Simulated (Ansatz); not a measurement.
Geometry optimisation, Ansatz, RKS PBE/def2-SVP.

input.yaml

```yaml
crystal:
  periodic: [false, false, false]
  atoms:
    - { symbol: Si, position_ang: [0.0, 0.0, 0.0] }
    - { symbol: Cl, position_ang: [1.2713, 0.0, 1.9526] }
    - { symbol: H, position_ang: [1.6559, 0.0, 0.1178] }
    - { symbol: F, position_ang: [-0.7489, 1.2974, -0.5295] }
    - { symbol: F, position_ang: [-0.7489, -1.2974, -0.5295] }
basis:
  gaussian: { orbitals: def2-SVP }
hamiltonian:
  xc: pbe
relax:
  f_tol: 0.15
  max_steps: 25
  restrain:
    - { distance: [1, 2], at: 2.57, k: 30.0 }
    - { distance: [0, 1], at: 2.13, k: 30.0 }
    - { distance: [0, 2], at: 1.46, k: 30.0 }
```

Command:

```bash
$ ansatz run input.yaml --threads 1 --pin off --max-ram 2048MiB --backend cpu --events-out ev --progress --plain --runs-dir out
```

Task: Where does it end, and by what steps?

Result: The run converged. The restraints hold the end off the free minimum; the threshold counts their pulls, which the force column leaves out. Restrained pairs: Cl2–H3 (1.87 → 2.61 Å), Si1–Cl2 (2.33 → 2.09 Å), Si1–H3 (1.66 → 1.46 Å). After 5 steps the energy has fallen by 2.782 eV (the restraints' own energy left out); H3 moved furthest, 0.54 Å.

| step | energy less start (eV) | largest force component (eV/Å) | accepted |
| --- | --- | --- | --- |
| 0 | 0.0000 | 5.986 | yes |
| 1 | -1.2539 | 3.559 | yes |
| 2 | -2.1363 | 1.747 | yes |
| 3 | -2.6702 | 1.132 | yes |
| 4 | -2.7709 | 1.050 | yes |
| 5 | -2.7824 | 1.296 | yes |

```xyz
5
Properties=species:S:1:pos:R:3
Si 0.246 0.000 0.049
Cl 0.816 0.000 2.059
H 1.624 0.000 -0.421
F -0.629 1.303 -0.338
F -0.629 -1.303 -0.338
```

Time of the run: 10 s on 1 thread of AMD EPYC 7R43 64-Core Processor (Zen 3), on a shared host, peak memory 0.15 GiB.
